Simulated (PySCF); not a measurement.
# Computed spin Hamiltonian

Species: C5H8N2 (charge +1 and doublet state).
Structure used (GFN2-xTB), in Å, numbered top down from 1:
```
atom  x, y, z in Å
C1     2.568   -0.787    0.294
N2     2.233    0.350   -0.030
C3     0.971    0.927   -0.154
C4    -0.208    0.004    0.162
N5     0.013   -1.179    0.508
C6    -1.507    0.669    0.009
C7    -2.675    0.059    0.191
H8     1.751   -1.520    0.543
H9     3.602   -1.095    0.345
H10    0.924    1.801    0.508
H11    0.862    1.301   -1.180
H12   -0.696   -1.858    0.741
H13   -1.468    1.711   -0.272
H14   -3.597    0.602    0.062
H15   -2.777   -0.978    0.465
```

The hyperfine couplings belong to this conformer and change with its torsions.

Identity: `[H]/N=C(\[CH][CH2+])CN=C` [radical] (charge +1).

The calculation used UKS B3LYP, pcH-1 on C H N, non-relativistic, mean-field spin-orbit, GIAO in PySCF 2.14.0. The structure is a single GFN2-xTB conformer in the gas phase; no vibrational or solvent corrections. The geometry wasn't refined by DFT: couplings that depend on bond lengths, twists or pyramidal angles can differ widely from those at the functional's own minimum, by a factor of two or more for some ions and for spin on atoms past the first row. Stability of the SCF solution: not tested.

- g1, g2, g3: 2.00109, 2.00214, 2.00394
- g_iso: 2.00239
- Form of g: rhombic: the two nearest values differ by 37 % of g3 − g1
- ⟨S²⟩: 0.7565 (exact 0.7500)
- Basis functions: 255

Isotropic coupling and dipolar principal values T1 to T3, in G (MHz turned into gauss with g_iso; 10 G = 1 mT):

```tsv
atom	isotope	a_iso	T1	T2	T3	Mulliken spin population
C1	13C	-16.8	-8.3	-3.5	11.8	0.01
N2	14N	24.2	-8.4	-6.6	15.0	0.47
C3	13C	-5.5	-3.8	-3.2	6.9	0.03
C4	13C	15.9	-4.4	-1.0	5.4	0.01
N5	14N	29.8	-5.0	-3.6	8.6	0.29
C6	13C	16.8	-2.7	-1.7	4.3	0.07
C7	13C	-1.3	-1.6	0.3	1.3	-0.02
H8	1H	79.0	-6.7	-3.5	10.2	0.06
H9	1H	60.2	-3.1	-2.1	5.2	0.06
H10	1H	5.1	-2.2	-1.1	3.3	0.00
H11	1H	5.3	-2.2	-1.1	3.3	0.00
H12	1H	19.1	-5.2	-2.8	8.0	0.02
H13	1H	0.0	-1.3	-0.3	1.6	0.00
H14	1H	3.1	-0.4	0.0	0.4	0.00
H15	1H	0.5	-0.7	-0.6	1.3	0.00
```

The Mulliken spin populations are largest on N2 (+0.47), N5 (+0.29), C6 (+0.07) and H9 (+0.06).

The SMILES `[H]/N=C(\[CH][CH2+])CN=C` draws the unpaired electron on C6, whose computed spin population is only +0.07.

Axes: g2 points within 10° of the N5–H12 bond.

Under fast tumbling the dipolar parts average out, and these isotropic splittings remain (the largest six): 1 × 1H (H8, I = 1/2, 2 lines) with 7.90 mT, 1 × 1H (H9, I = 1/2, 2 lines) with 6.02 mT, 1 × 14N (N5, I = 1, 3 lines) with 2.98 mT, 1 × 14N (N2, I = 1, 3 lines) with 2.42 mT, 1 × 1H (H12, I = 1/2, 2 lines) with 1.91 mT and 2 × 1H (H10/H11, I = 1/2, 3 lines) with 0.52 mT.

Nuclei that the bonding pattern makes equivalent are averaged, as if the motion that swaps them (rotation, inversion, ring flip) were fast. H14 and H15 aren't averaged: C7 is flat or nearly so (angle sum 360°), and its turn about the short C7–C6 bond (1.33 Å) is taken as slow.

The 13C coupling of C1 (-47.1 MHz) shows only in satellite lines or after enrichment, since that isotope makes up about 1.07 % of natural carbon.

The spin density at the nucleus, in bohr⁻³, is negative for C1 (-0.0419), C3 (-0.0137) and C7 (-0.0034), for instance. A restricted open-shell determinant has no negative spin density anywhere; here it arises because α and β orbitals differ (spin polarisation).
